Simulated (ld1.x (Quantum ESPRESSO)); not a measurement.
# silver, TM: configuration errors across variants

* Element: silver
* Generator: ld1.x (Quantum ESPRESSO) 7.5
* Type: norm-conserving Troullier–Martins (Kleinman–Bylander form)
* Functional: PBE
* Relativity: scalar-relativistic
* Frozen core: [Ar] 3d10 4s2
* Valence charge: 17
* Reference configuration: 4p6 4d10 5s1 5p0
* Partial waves: 5s (bound): rc 2.65 bohr; 4p (bound): rc 0.90 bohr; 4d (bound): rc 1.90 bohr
* Local potential: the d channel
* Core correction: Bessel-smoothed model core, default radius (core density twice the valence density)

All-electron excitation energies from the reference (eV): (1) 4p6 4d10 5s0 5p0 7.757; (2) 4p6 4d9 5s0 5p0 29.871; (3) 4p6 4d8 5s0 5p0 66.064; (4) 4p6 4d9 5s2 5p0 4.077; (5) 4p6 4d7 5s0 5p0 117.780; (6) 4p6 4d9 5s1 5p0 13.152; (7) 4p6 4d9 5s1 5p1 8.572.

A true bound ghost makes a file unfit for plane-wave use even where its test errors are small: the radial tests pick states by their node count and pass the ghost by.

Errors AE − PS in meV (a dash: test not solved or not reliable):

| change | (1) | (2) | (3) | (4) | (5) | (6) | (7) | bound ghosts |
| --- | --- | --- | --- | --- | --- | --- | --- | --- |
| base | -8.9 | -16 | -53 | -23 | -112 | -6.3 | -53 | s |
| wave 4d (bound): rc 1.90 bohr becomes 4d (bound): rc 1.32 bohr | -10 | -3.9 | -8.7 | -19 | -40 | +3.3 | +5.6 | s |
| wave 4d (bound): rc 1.90 bohr becomes 4d (bound): rc 1.50 bohr | -10.0 | -4.7 | -13 | -20 | -49 | +2.1 | +0.4 | s |
| wave 4d (bound): rc 1.90 bohr becomes 4d (bound): rc 1.80 bohr | -9.2 | -12 | -39 | -23 | -93 | -3.6 | -35 | s |
| wave 4d (bound): rc 1.90 bohr becomes 4d (bound): rc 2.04 bohr | -8.1 | -27 | -80 | -23 | -137 | -11 | -91 | s |
| wave 4d (bound): rc 1.90 bohr becomes 4d (bound): rc 2.38 bohr | -7.4 | -65 | -143 | -15 | -108 | -23 | -215 | s |
| wave 4d (bound): rc 1.90 bohr becomes 4d (bound): rc 2.58 bohr | -8.7 | -92 | -159 | -2.5 | +4.1 | -27 | -346 | s |

Question: Give the same row for: wave 4d (bound): rc 1.90 bohr becomes 4d (bound): rc 2.76 bohr.

Answer: -13, -125, -165, +12, +167, -32, -769; bound ghosts: s.
